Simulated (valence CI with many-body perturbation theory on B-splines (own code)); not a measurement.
## Co XXI: electric-dipole lines

Level of theory: valence CI with perturbative core correlation (CI+MBPT): five valence electrons over a frozen Dirac-Fock core [He], a basis of 11 s, 11 p, 10 d, 8 f, 5 g, 2 h functions for each j, with the one-electron correlation potential Σ1 (screened to all orders), the two-electron term Σ2, the three-electron term Σ3, Breit, model QED; selected single and double excitations, second order for the rest, scaled by the run's own slope (own B-spline code, finite nucleus).

No measured spectrum was set against this ion. As an estimate, levels of excited configurations hold to 0.05 to 0.15 % of their energy, terms of the ground configuration to about 0.5 %. Among the levels kept, up to 5400 cm⁻¹ of a level comes from second order outside the variational space, and about a tenth of that is noise between levels of different J, which matters for small intervals.

Lines 1 to 50 of 596 in falling wavelength, among levels below 9610.0 × 10³ cm⁻¹, chosen from the strongest by gf and those to the six lowest levels. Wavelengths and rates use the calculated energies, so an error of 700 cm⁻¹ moves a line at 50.62 nm by 0.35 % and its rate by three times that or more. Electric multipoles are in the length gauge, E1 and E2 with the static RPA response of the core. Weak lines are less certain than strong ones. Lines between different terms over intervals too small for the method are left out, as are lines whose strength nearly cancels. Where a level lies close to another of its J and parity, the split of strength between their lines is uncertain. The highest levels of a list are the least certain.

Names give the largest LS component (configuration and term), which can be under half, so a name can repeat, a term be missing and a line seem to break the LS rules; names also repeat where a configuration has a term twice. Letters in brackets count levels of one name in rising energy.

| λ vac (nm) | Upper | Lower | A (s⁻¹) | log gf | Branch % |
| --- | --- | --- | --- | --- | --- |
| 50.62 | 2s2p³3p ⁴P_3/2 [a] | 2s2p³3s ⁴S°_3/2 [a] | 7.83e+08 | -0.92 | 0.0 |
| 50.18 | 2s2p³3p ⁴P_5/2 [a] | 2s2p³3s ⁴S°_3/2 [a] | 6.45e+08 | -0.84 | 0.0 |
| 49.55 | 2s2p³3p ²F_7/2 [a] | 2s2p³3s ²D°_5/2 [a] | 1.31e+09 | -0.42 | 0.0 |
| 48.64 | 2s2p³3p ²P_1/2 [a] | 2s2p³3s ²D°_3/2 [a] | 1.15e+09 | -1.09 | 0.0 |
| 48.41 | 2s2p³3p ²F_5/2 [a] | 2s2p³3s ²D°_3/2 [a] | 1.46e+09 | -0.51 | 0.0 |
| 47.93 | 2s2p³3p ⁴D_3/2 [a] | 2s2p³3s ⁴D°_5/2 | 9.05e+08 | -0.90 | 0.1 |
| 47.26 | 2s²2p²3p ⁴D°_1/2 | 2s²2p²3s ⁴P_1/2 | 1.61e+09 | -0.97 | 6.9 |
| 45.42 | 2s2p³3p ²P_3/2 [c] | 2s2p³3s ²D°_5/2 [b] | 8.26e+08 | -0.99 | 0.0 |
| 45.41 | 2s2p³3p ⁴F_7/2 | 2s2p³3s ⁴D°_7/2 | 1.08e+09 | -0.57 | 0.9 |
| 45.33 | 2s2p³3p ⁴D_5/2 [b] | 2s2p³3s ⁴P°_5/2 | 6.02e+08 | -0.95 | 0.1 |
| 45.30 | 2s2p³3p ²F_5/2 [b] | 2s2p³3s ²D°_3/2 [b] | 1.94e+09 | -0.45 | 0.1 |
| 45.08 | 2s2p³3d ⁴D°_5/2 [b] | 2s2p³3p ⁴P_3/2 [b] | 6.52e+08 | -0.92 | 0.0 |
| 44.79 | 2s2p³3p ⁴P_5/2 [a] | 2s²2p²3p ²P°_3/2 [b] | 7.63e+08 | -0.86 | 0.0 |
| 44.75 | 2s²2p²3d ²D_5/2 [c] | 2s2p³3s ⁴S°_3/2 [a] | 4.96e+08 | -1.05 | 0.0 |
| 44.73 | 2s2p³3d ⁴D°_7/2 [b] | 2s2p³3p ⁴P_5/2 [b] | 4.56e+08 | -0.96 | 0.0 |
| 44.67 | 2s2p³3p ⁴F_5/2 | 2s2p³3s ⁴D°_5/2 | 1.41e+09 | -0.60 | 0.4 |
| 44.67 | 2s²2p²3p ⁴P°_5/2 | 2s²2p²3s ⁴P_5/2 | 1.31e+09 | -0.63 | 2.9 |
| 44.60 | 2s2p³3p ⁴P_3/2 [d] | 2s2p³3s ⁴S°_3/2 [b] | 1.35e+09 | -0.79 | 0.1 |
| 44.50 | 2s2p³3p ⁴F_3/2 | 2s2p³3s ⁴D°_1/2 | 1.24e+09 | -0.83 | 0.1 |
| 44.13 | 2s2p³3p ⁴D_1/2 [b] | 2s2p³3s ⁴P°_1/2 | 1.43e+09 | -1.08 | 0.1 |
| 44.07 | 2s2p³3p ⁴F_5/2 | 2s2p³3s ⁴D°_3/2 | 5.36e+08 | -1.03 | 0.2 |
| 43.70 | 2s2p³3p ⁴D_3/2 [b] | 2s2p³3s ⁴P°_3/2 | 1.15e+09 | -0.88 | 0.1 |
| 43.43 | 2s²2p²3p ²F°_5/2 [b] | 2s²2p²3s ²D_3/2 | 1.50e+09 | -0.59 | 2.8 |
| 43.36 | 2s2p³3p ⁶P_3/2 | 2s2p³3s ⁶S°_5/2 | 2.11e+09 | -0.62 | 2.1 |
| 42.50 | 2s2p³3p ²D_3/2 [b] | 2s2p³3s ²P°_1/2 [a] | 1.40e+09 | -0.82 | 0.0 |
| 42.35 | 2s2p³3d ⁴P°_5/2 [a] | 2s2p³3p ⁴P_5/2 [b] | 1.13e+09 | -0.74 | 0.0 |
| 42.10 | 2s²2p²3p ⁴D°_3/2 [b] | 2s²2p²3s ⁴P_3/2 | 1.25e+09 | -0.88 | 3.0 |
| 42.01 | 2s2p³3p ⁶P_5/2 | 2s2p³3s ⁶S°_5/2 | 2.23e+09 | -0.45 | 0.5 |
| 41.97 | 2s2p³3d ⁴G°_5/2 | 2s2p³3p ²P_3/2 [a] | 5.19e+08 | -1.09 | 0.1 |
| 41.91 | 2s2p³3p ⁴D_7/2 [a] | 2s2p³3s ⁴D°_7/2 | 8.92e+08 | -0.73 | 0.1 |
| 41.81 | 2s2p³3d ⁴F°_9/2 [a] | 2s2p³3p ⁴F_9/2 | 6.24e+08 | -0.79 | 6.3 |
| 41.50 | 2s2p³3d ⁴G°_9/2 | 2s2p³3p ⁴D_7/2 [a] | 4.31e+08 | -0.95 | 4.7 |
| 41.24 | 2s2p³3p ⁴D_3/2 [b] | 2s2p³3s ⁴P°_1/2 | 1.08e+09 | -0.96 | 0.1 |
| 41.11 | 2s2p³3d ⁶D°_7/2 | 2s2p³3p ⁶P_7/2 | 7.39e+08 | -0.82 | 1.7 |
| 40.97 | 2s2p³3d ⁴F°_7/2 [a] | 2s2p³3p ⁴F_7/2 | 8.01e+08 | -0.79 | 0.1 |
| 40.93 | 2s2p³3p ⁴D_5/2 [b] | 2s2p³3s ⁴P°_3/2 | 1.92e+09 | -0.54 | 0.2 |
| 40.79 | 2s2p³3d ²F°_7/2 [c] | 2s2p³3p ²D_5/2 [c] | 1.36e+09 | -0.57 | 0.0 |
| 40.65 | 2s2p³3d ⁶D°_9/2 | 2s2p³3p ⁶P_7/2 | 2.17e+09 | -0.27 | 81.1 |
| 40.65 | 2s2p³3p ⁴D_7/2 [b] | 2s2p³3s ⁴P°_5/2 | 2.90e+09 | -0.24 | 0.3 |
| 40.56 | 2s2p³3p ²P_3/2 [b] | 2s2p³3s ²P°_3/2 [a] | 2.63e+09 | -0.59 | 0.1 |
| 40.52 | 2s2p³3p ²D_5/2 [b] | 2s2p³3s ²P°_3/2 [a] | 1.98e+09 | -0.53 | 0.1 |
| 40.41 | 2s²2p²3d ²D_5/2 [c] | 2s²2p²3p ²P°_3/2 [b] | 7.57e+08 | -0.95 | 0.0 |
| 40.26 | 2s2p³3p ²F_7/2 [b] | 2s2p³3s ²D°_5/2 [b] | 3.07e+09 | -0.22 | 0.2 |
| 40.22 | 2s2p³3d ⁴G°_11/2 | 2s2p³3p ⁴F_9/2 | 2.70e+09 | -0.10 | 38.6 |
| 40.21 | 2s2p³3p ⁴F_7/2 | 2s2p³3s ⁴D°_5/2 | 1.44e+09 | -0.55 | 1.2 |
| 39.93 | 2s2p³3p ⁴P_5/2 [d] | 2s2p³3s ⁴S°_3/2 [b] | 2.73e+09 | -0.41 | 0.1 |
| 39.88 | 2s2p³3d ⁴F°_9/2 [b] | 2s2p³3p ⁴D_7/2 [b] | 2.69e+09 | -0.19 | 11.6 |
| 39.85 | 2s2p³3p ²D_5/2 [d] | 2s2p³3s ²P°_3/2 [b] | 2.79e+09 | -0.40 | 0.1 |
| 39.81 | 2s2p³3d ⁶D°_9/2 | 2s²2p²3d ²F_7/2 [c] | 4.38e+08 | -0.98 | 16.4 |
| 39.69 | 2s2p³3d ⁴P°_3/2 [a] | 2s2p³3p ⁴P_1/2 [b] | 1.22e+09 | -0.94 | 0.0 |
